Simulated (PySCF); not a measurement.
Species: C6H7N.
Atom-mapped SMILES: `[N:1]#[C:2][C@@:3]12[CH2:4][CH2:5][C@@H:6]1[CH2:7]2`

NICS is the negative of the GIAO shielding at a point without a nucleus: at the ring centre (0) and 1 Å above and below it (1); zz is the component along the ring normal. Level: GIAO PBE0/pcSseg-1 (PySCF, non-relativistic, gas phase) on the PBE0-D3(BJ)/def2-SVP geometry, one conformer.

Rings: 1. C3–C4–C5–C6; 2. C3–C6–C7.

```
set  NICS(0)  NICS(1), two faces  NICS(1)zz, two faces
  P     -8.2         -5.8 / -0.1            -0.7 / 3.7
  Q    -43.9         -9.8 / -6.2         -24.3 / -18.7
```

Q: Which set (ppm) belongs to which ring?

A: P = 1, Q = 2.
- 1 (4-membered carbocycle; formal bonds all single): mean NICS(1)zz 1.5 ppm, near zero. C3, C4, C5, C6 have four or more neighbours; no verdict on aromaticity is drawn.
- 2 (3-membered carbocycle; formal bonds all single): mean NICS(1)zz -21.5 ppm, shielded. C3, C6, C7 have four or more neighbours, and the NICS criterion for π rings isn't applied.

Q: How do the rings differ in shape?

A: 
| ring | bond lengths (Å) | rms pucker (Å) | HOMA | nearest outside atom to a NICS(1) probe (Å) |
| --- | --- | --- | --- | --- |
| 1 | 1.531, 1.551, 1.524, 1.536 | 0.00 | – | carbon 1.30 |
| 2 | 1.536, 1.487, 1.505 | 0.00 | – | carbon 1.36 |
